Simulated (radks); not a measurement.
Effect of the nuclear size on the nickel ion Ni+, [Ar] 3d9. All-electron calculation, Dirac Kohn-Sham, PBE, spin-unpolarised, spherical densities, finite nucleus; open shells are shared between the two j in proportion to 2j + 1; Fermi nuclear charge, rms radius 3.7757 fm. Program: a radial shooting solver on a logarithmic mesh with Libxc functionals. The rms radius is varied about that value; shifts are against it.

\begin{tabular}{lrrrrr}
rms radius (fm) & total energy shift (eV) & density at nucleus (e/bohr^3) & 1s1/2 shift (meV) & 2s1/2 shift (meV) & 3s1/2 shift (meV) \\ \hline
3.1074 & -0.0511 & 1.979e+04 & -21.7 & -2.03 & -0.304 \\
3.5567 & -0.0178 & 1.966e+04 & -7.56 & -0.708 & -0.106 \\
3.7757 & 0 & 1.96e+04 & 0.000 & 0.000 & 0.000 \\
4.0551 & 0.0241 & 1.953e+04 & 10.3 & 0.962 & 0.144 \\
4.4818 & 0.0642 & 1.943e+04 & 27.3 & 2.56 & 0.382 \\
\end{tabular}

Slopes of the eigenvalues against <r^2> in GHz/fm^2, as finite differences over the two radii next to the reference (eigenvalue slopes, not the field-shift constants of lines): 1s1/2 1140, 2s1/2 106, 3s1/2 15.9.
